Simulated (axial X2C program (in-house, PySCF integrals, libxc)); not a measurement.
**Outer orbitals of SbBr⁺ at 2.388 Å, PBE0**

Computed with an in-house relativistic program for diatomic molecules. Spin-free means the one-electron spin-free X2C Hamiltonian; two-component (2c) means X2C with spin–orbit coupling and atomic mean-field two-electron Coulomb and Gaunt terms, so the difference of the two also holds small scalar two-electron terms. Basis: Sb dyall-cv3z [11s12p8d4f1g], Br dyall-cv3z [8s9p6d4f1g] (cores contracted in-house); Gaussian nuclei, density fitting, unrestricted open shells. Masses: Sb 120.904 u, Br 78.918 u.

The distance is close to the 2c PBE0 minimum; the highest filled and lowest empty levels are listed.

Spin-free orbitals, state M_S = 1/2, Λ = 1 (beyond evenly filled blocks: π+α) (Löwdin shares):

```csv
symmetry,occupied,ε (eV),atomic character
σα,yes,-28.85,"79% Br s, 8% Sb s, 7% Sb p"
σβ,yes,-28.76,"80% Br s, 7% Sb p, 7% Sb s"
σα,yes,-21.99,"73% Sb s, 17% Br p, 7% Br s"
σβ,yes,-21.12,"70% Sb s, 20% Br p, 7% Br s"
σα,yes,-16.02,"52% Br p, 32% Sb p, 11% Sb s"
σβ,yes,-15.78,"50% Br p, 31% Sb p, 15% Sb s"
π+α,yes,-15.43,"75% Br p, 21% Sb p, 3% Sb d"
π-α,yes,-15.14,"79% Br p, 17% Sb p, 3% Sb d"
π+β,yes,-15.05,"84% Br p, 11% Sb p, 3% Sb d"
π-β,yes,-15.05,"84% Br p, 11% Sb p, 3% Sb d"
π+α,yes,-12.46,"77% Sb p, 20% Br p"
π-α,no,-10.62,"80% Sb p, 16% Br p"
π+β,no,-9.70,"86% Sb p, 11% Br p, 2% Br d"
π-β,no,-9.70,"86% Sb p, 11% Br p, 2% Br d"
σα,no,-7.41,"51% Sb p, 20% Br p, 15% Sb d"
```

Spinors with spin–orbit coupling (state Ω = 1/2):

```csv
ω,occupied,ε (eV),atomic character,λ mixture
-1/2,yes,-28.82,"79% Br s, 8% Sb s, 7% Sb p",100% σ
1/2,yes,-28.74,"80% Br s, 7% Sb p, 7% Sb s",100% σ
-1/2,yes,-21.94,"73% Sb s, 17% Br p, 7% Br s",100% σ
1/2,yes,-21.07,"70% Sb s, 21% Br p, 7% Br s",100% σ
-1/2,yes,-16.02,"54% Br p, 31% Sb p, 11% Sb s","97% σ, 3% π"
1/2,yes,-15.79,"54% Br p, 28% Sb p, 14% Sb s","91% σ, 9% π"
1/2,yes,-15.57,"70% Br p, 25% Sb p, 2% Sb d","91% π, 9% σ"
-1/2,yes,-15.17,"82% Br p, 13% Sb p, 3% Sb d","97% π, 3% σ"
-3/2,yes,-14.96,"79% Br p, 16% Sb p, 3% Sb d",100% π
3/2,yes,-14.86,"84% Br p, 11% Sb p, 3% Sb d",100% π
1/2,yes,-12.64,"75% Sb p, 21% Br p","99% π, 1% σ"
-3/2,no,-10.35,"81% Sb p, 16% Br p",100% π
-1/2,no,-9.90,"85% Sb p, 12% Br p, 2% Br d","99% π, 1% σ"
3/2,no,-9.44,"86% Sb p, 11% Br p, 2% Br d",100% π
-1/2,no,-7.35,"51% Sb p, 19% Br p, 15% Sb d","99% σ, 1% π"
```

Q: How does the gap between the highest filled and lowest empty level change from the spin-free to the 2c table?

A: From 1.84 to 2.29 eV at PBE0, a change of 0.45 eV.

Mulliken charges and populations of the two-component result (they depend on the basis, above all on diffuse functions):

Sb 0.91 e (s 9.95 p 20.01 d 20.10 f 0.03), Br 0.09 e (s 7.98 p 16.88 d 10.05). ⟨Lz⟩ = 0.99 ħ and ⟨Sz⟩ = -0.49 ħ (-0.48 and -0.01 on the two atoms), which add up to Ω.

One determinant describes the state; a PBE0 search over occupations chose it and may have missed a lower one. Density functionals use the spin component along the axis (collinear). The functionals have no current-density term, which raises determinants with orbital currents, atoms included.
